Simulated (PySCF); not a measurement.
C6H6O, SMILES C=C=C1C=COC1.

Geometry: B3LYP-D3(BJ)/def2-SVP. The structure was generated by enumeration, and PubChem lists no compound with its InChIKey, so it may never have been made. One conformer was computed; it need not be the lowest.

Calculation: TDA-PBE/def2-SVPD in PySCF 2.14.0.

Vertical excitations. Gas-phase values at a fixed geometry. State labels are in the subgroup Cs.

Computed UV-visible absorptions:
| state | symmetry | energy (eV) | λ (nm) | f | main pairs |
|---|---|---|---|---|---|
| S1 | A" | 4.02 | 308 | 0.000 | HOMO→LUMO+1 100 % |
| S2 | A' | 4.92 | 252 | 0.464 | HOMO→LUMO 87 % |
| S3 | A" | 4.92 | 252 | 0.006 | HOMO→LUMO+2 100 % |
| S4 | A" | 5.21 | 238 | 0.001 | HOMO−1→LUMO 99 % |
| S5 | A" | 5.44 | 228 | 0.001 | HOMO→LUMO+3 100 % |
| S6 | A' | 5.76 | 215 | 0.002 | HOMO→LUMO+4 66 %, HOMO−2→LUMO 32 % |
| S7 | A" | 5.83 | 213 | 0.001 | HOMO→LUMO+5 100 % |
| S8 | A" | 6.15 | 201 | 0.001 | HOMO→LUMO+6 99 % |
| S9 | A" | 6.34 | 196 | 0.000 | HOMO→LUMO+7 99 % |
| S10 | A" | 6.59 | 188 | 0.000 | HOMO−2→LUMO+1 98 % |
| T1 | A' | 2.89 | 430 | 0 | HOMO→LUMO 98 % |
| T2 | A" | 3.74 | 331 | 0 | HOMO→LUMO+1 99 % |
| T3 | A' | 4.63 | 268 | 0 | HOMO−1→LUMO+1 93 % |
| T4 | A" | 4.86 | 255 | 0 | HOMO→LUMO+2 99 % |
Triplets are in the Tamm–Dancoff approximation.
